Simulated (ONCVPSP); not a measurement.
## What one change does to a pseudopotential (gadolinium (Gd), ONCV)

Gd, optimised norm-conserving Vanderbilt (ONCV), made with ONCVPSP 4.0.1 (revPBE, scalar-relativistic). Core [Kr] 4d10, reference 4f7 5s2 5p6 5d1 6s1 (charge +1). Waves: 5s+6s: rc 2.25 bohr, ncon 5, nbas 8, qcut 5.3 1/bohr, 2 projectors; 5p: rc 1.45 bohr, ncon 4, nbas 7, qcut 5.2 1/bohr, 1 projector; 5d: rc 3.15 bohr, ncon 3, nbas 7, qcut 4.3 1/bohr, 1 projector; 4f: rc 1.20 bohr, ncon 4, nbas 9, qcut 14.9 1/bohr, 2 projectors, debl 1.2 Ha. Local part: polynomial inside 0.80 bohr (lpopt 5, dvloc0 0 Ha). Core correction: polynomial model core, fcfact 0.7.

Change: s: rc 2.04.

Cutoffs: the cutoffs (Ha) at which the residual kinetic energy of the hardest occupied pseudo-wave falls to 1 and 0.1 mHa per electron; they do not see the model core or the augmentation charge, which bear on the density cutoff. Errors are all-electron minus pseudo energies relative to the spin-unpolarised reference configuration.

Question: Predict the effect on cutoff, ghosts and configuration errors.

Answer: The potential gets neither clearly harder nor softer (92 Ha and 100 Ha → 92 Ha and 100 Ha); both files keep a bound ghost (p, s); the errors of the 4 common tests hardly move.

```tsv
quantity	base	changed
cutoff, loose	92 Ha	92 Ha
cutoff, tight	100 Ha	100 Ha
loose cutoff by channel	s 11 Ha, p 52 Ha, d 6.5 Ha, f 92 Ha	s 13 Ha, p 52 Ha, d 6.5 Ha, f 92 Ha
bound ghosts	s, p	s, p
GHOST(+) flags under 300 eV	d at 13.0 eV	d at 13.0 eV
error for 4f7 5s2 5p6 5d1 6s2, meV [ΔE -6.57 eV]	+1.2	+1.3
error for 4f7 5s2 5p6 5d1 6s0, meV [ΔE 11.96 eV]	-5.8	-5.6
error for 4f7 5s2 5p6 5d0 6s0, meV [ΔE 31.71 eV]	+29	+28
error for 4f7 5s2 5p6 5d1.5 6s1.5, meV [ΔE -5.73 eV]	+1.3	+1.3
p: phases at 1.47 bohr within 0.05 rad from the reference energy up to (Ha; the scan ends near 5)	3.9	3.9
d: phases at 3.19 bohr within 0.05 rad from the reference energy up to (Ha; the scan ends near 5)	0.3	0.3
f: phases at 1.22 bohr within 0.05 rad from the reference energy up to (Ha; the scan ends near 5)	to the end of the scan	to the end of the scan
rms error of d²Exc/dni dnj with the model core, mHa	1.31	1.05
```

 A true bound ghost makes a file unfit for plane-wave use even where its test errors are small: the radial tests pick states by their node count and pass the ghost by.
